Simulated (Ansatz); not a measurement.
Start from `[AlH2][SiH2]BC[SiH3]` and change one atom or group to get `OBC[SiH3]`.

Ansatz, PBE0-D4/def2-TZVP geometries, multiplicity 1. Each molecule was computed in one conformer, which needn't be the lowest.

```json
{"property": "size of the dipole moment (ωB97M-V/def2-TZVPP) / D", "`[AlH2][SiH2]BC[SiH3]`": "0.92"}
{"property": "HOMO energy (PBE0/def2-TZVPP) / eV", "`[AlH2][SiH2]BC[SiH3]`": "-7.15"}
{"property": "HOMO–LUMO gap (B3LYP/def2-TZVPP) / eV", "`[AlH2][SiH2]BC[SiH3]`": "4.40"}
{"property": "LUMO energy (PBE/def2-TZVPP) / eV", "`[AlH2][SiH2]BC[SiH3]`": "-3.18"}
{"property": "size of the dipole moment (B3LYP/def2-TZVPP) / D", "`[AlH2][SiH2]BC[SiH3]`": "0.90"}
{"property": "LUMO energy (B3LYP/def2-TZVPP) / eV", "`[AlH2][SiH2]BC[SiH3]`": "-2.56"}
```

(1) What does the change do to each property? (Estimate.)

## Answers

(1) The calculation gave: 
| property | `OBC[SiH3]` | shift |
| --- | --- | --- |
| size of the dipole moment (ωB97M-V/def2-TZVPP) / D | 1.29 | 0.37 |
| HOMO energy (PBE0/def2-TZVPP) / eV | -8.54 | -1.39 |
| HOMO–LUMO gap (B3LYP/def2-TZVPP) / eV | 7.95 | 3.55 |
| LUMO energy (PBE/def2-TZVPP) / eV | -1.13 | 2.05 |
| size of the dipole moment (B3LYP/def2-TZVPP) / D | 1.27 | 0.37 |
| LUMO energy (B3LYP/def2-TZVPP) / eV | -0.39 | 2.17 |

With PBE0 the HOMO falls by 1.39 eV and the LUMO rises by 2.25 eV, so the gap widens by about 3.64 eV. PBE moves the HOMO by -1.00 eV and ωB97M-V by -1.72 eV. Dipoles are sizes alone; their direction can turn.

B3LYP here is the variant with VWN-RPA as its local correlation; programs differ in this.
